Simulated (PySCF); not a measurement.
# From computed data to an observable: entropy of an ideal gas

C3H4FNSi, SMILES F[Si@H]1C=CC=N1.

Geometry: ωB97X-D3(BJ)/def2-SVP. The structure was generated by enumeration; whether it is a known compound was not checked.

ωB97X-D3(BJ)/def2-SVP run with PySCF 2.14.0 gives the harmonic wavenumbers 143, 230, 407, 453, 525, 666, 722, 750, 770, 852, 884, 942, 961, 985, 1033, 1093, 1321, 1371, 1643, 1731, 2320, 3107, 3203, 3254 cm⁻¹ and the rotational temperatures 0.2789, 0.1300, 0.1008 K. The molar mass is 101.16 g/mol, the symmetry number 1, the spin multiplicity 1.

### Question
Work out the entropy at 298.15 K and 1 atm in the rigid-rotor, harmonic-oscillator model.

### Answer

Translation (Sackur–Tetrode at 1 atm): S = R[1.5 ln M + 2.5 ln T − 1.16487] = 166.3 J/(mol K).
Rotation: q = (√π/σ) T^1.5/√(θA θB θC) = 151000, S = R[ln q + 3/2] = 111.6 J/(mol K).
Vibration: with u = 1.4388 ν/T, each mode gives R[u/(e^u − 1) − ln(1 − e^−u)]:
| ν (cm⁻¹) | modes | u | S (J/(mol K)) |
|---|---|---|---|
| 143 | 1 | 0.69 | 11.56 |
| 230 | 1 | 1.11 | 7.86 |
| 407 | 1 | 1.96 | 3.92 |
| 453 | 1 | 2.19 | 3.29 |
| 525 | 1 | 2.53 | 2.50 |
| 666 | 1 | 3.21 | 1.46 |
| 722 | 1 | 3.48 | 1.18 |
| 750 | 1 | 3.62 | 1.05 |
| 770 | 1 | 3.72 | 0.98 |
| 852 | 1 | 4.11 | 0.71 |
| 884 | 1 | 4.27 | 0.62 |
| 942 | 1 | 4.55 | 0.49 |
| 961 | 1 | 4.64 | 0.46 |
| 985 | 1 | 4.75 | 0.42 |
| 1033 | 1 | 4.98 | 0.34 |
| 1093 | 1 | 5.27 | 0.27 |
| 1321 | 1 | 6.37 | 0.10 |
| 1371 | 1 | 6.62 | 0.08 |
| 1643 | 1 | 7.93 | 0.03 |
| 1731 | 1 | 8.35 | 0.02 |
The stiffer modes add less than 0.005 each. Sum 37.4 J/(mol K).
Spin: R ln 1 = 0.0 J/(mol K).
Total 315.3 J/(mol K); the program's own thermochemistry gives 315.3. Translation makes up 53 % and vibration 12 %. Anharmonicity, hindered rotation and orbital degeneracy are left out.
